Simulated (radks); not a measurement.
Species: the strontium ion Sr3+. Configuration: [Ar] 3d10 4s2 4p5. Calculated with a radial shooting solver on a logarithmic mesh with Libxc functionals: scalar-relativistic Kohn-Sham, r2SCAN, spin-polarised, spherical densities, finite nucleus; open shells are filled with parallel spins first (spin-orbit coupling, left out, can overturn this in heavy ions); meta-GGA in the generalised Kohn-Sham scheme; Fermi nuclear charge, rms radius 4.224 fm.

Normalised radial functions P(r) = r R(r), r in bohr:

```
   r/bohr * 3p down, o 4s down, + 4p down (the largest magnitude, 1.53, reaches the edge; | marks zero, & curves that meet)
 0.002888                             &o
 0.004274                             & o
 0.006326                             & o
 0.009362                             +* o
  0.01374                             |+*o
  0.02034                             |+ &
   0.0301                             | +o  *
  0.04455                             |o +      *
  0.06593                           o |    +       *
  0.09758                        o    |    +         *
   0.1444                        o    |  +     *
   0.2137                       *  +  |o
   0.3163       *             +       |       o
   0.4681  *                    +     |      o
   0.6872           *            o    |   +
    1.017            o          *     |             +
    1.505              o             *|               +
    2.228                       o     *        +
    3.297                            o* +
    4.879                             &
```

3p down: eigenvalue -291.40 eV, 1 radial node at r = 0.188 bohr, <r> = 0.497 bohr, 90 % of the charge inside 0.755 bohr. 4s down: eigenvalue -69.481 eV, 3 radial nodes at r = 0.0499, 0.203, 0.591 bohr, <r> = 1.33 bohr, 90 % of the charge inside 1.94 bohr. 4p down: eigenvalue -50.013 eV, 2 radial nodes at r = 0.181, 0.611 bohr, <r> = 1.49 bohr, 90 % of the charge inside 2.20 bohr.
